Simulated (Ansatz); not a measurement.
The cluster WS₄⁺, relaxed as a doublet with UKS PBE-D4/def2-SVP in Ansatz, starting from the PBE-D4/def2-SVP geometry of the neutral singlet. Force threshold 0.02 eV/Å.

In the def2 sets W takes a core potential; there is no spin–orbit coupling. The structure comes from a short search, and lower isomers may exist.

Start:

```xyz
5

W     0.280   -0.368    0.071
S     1.981   -0.095   -1.218
S    -0.754   -2.224   -0.330
S    -1.440    1.173   -0.044
S    -0.068    1.514    1.522
```

| step | energy (eV) | largest force component (eV/Å) | SCF passes |
| --- | --- | --- | --- |
| 1 | -45131.5917 | 1.022 | 29 |
| 2 | -45131.8288 | 0.956 | 44 |
| 3 | -45131.9558 | 0.783 | 38 |
| 4 | -45131.9912 | 0.307 | 33 |
| 5 | -45131.9982 | 0.055 | 27 |
| 6 | -45131.9983 | 0.062 | 27 |
| 7 | -45131.9985 | 0.005 | 26 |

Force components are those of the run's own axes.

End:

```xyz
5

W     0.454   -0.437    0.209
S     1.773   -0.117   -1.432
S    -0.725   -2.150   -0.251
S    -1.128    1.268   -0.200
S    -0.375    1.436    1.674
```

By distances, no bond broke or formed. The bond that changes most is W1–S5, from 2.40 to 2.52 Å (atoms count from 1).

No frequencies were taken in this run, so the end may be a saddle point.

Run time 16 s (4 threads of AMD EPYC 7R43 on a shared host).
